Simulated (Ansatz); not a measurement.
Species: BNH3Br, charge 0, singlet. BNH3Br (SMILES B(Br)N).
B3LYP-D3(BJ)/def2-TZVP minimum from Ansatz (a program for electronic structure):
```xyz
6

B     -0.1884    -1.2165    -0.0918
H     -0.8446    -1.7984    -0.8881
Br    -0.0934     0.7212    -0.2182
N      0.5017    -1.8703     0.9109
H      1.0651    -1.3955     1.5977
H      0.4790    -2.8718     1.0113
```
Charge 0, spin multiplicity 1.

Atomisation energy term by term, kcal/mol (programs: Ansatz). Radicals and triplets start from unrestricted determinants; spin-orbit coupling is neglected. Cores are frozen in correlated methods (noble-gas shells, and filled d and f shells in the p block). No relativity. CBS(X,Y): correlation extrapolated as X^-3, Hartree-Fock from the larger set (Q,5: extrapolated as (X+1)exp(-9√X)). A bracket is a step between two methods taken in the basis named. Where a partner has so few electrons that a lower coupled-cluster level is exact, that level stands in. Spin-orbit terms, left out, reach several kcal/mol for Br and I, and more for heavier atoms.

| term | basis | kcal/mol |
|---|---|---|
| Hartree-Fock | CBS(cc-pVQZ,cc-pV5Z) | 366.81 |
| CCSD correlation | CBS(cc-pVQZ,cc-pV5Z) | 123.35 |
| (T) | CBS(cc-pVQZ,cc-pV5Z) | 8.55 |
| CCSDT(Q) - CCSD(T) | cc-pVTZ | 0.10 |
| sum: De |  | 498.8 |

The step beyond CCSD(T) by other levels: CCSDT(Q) in cc-pVDZ 0.43 kcal/mol.
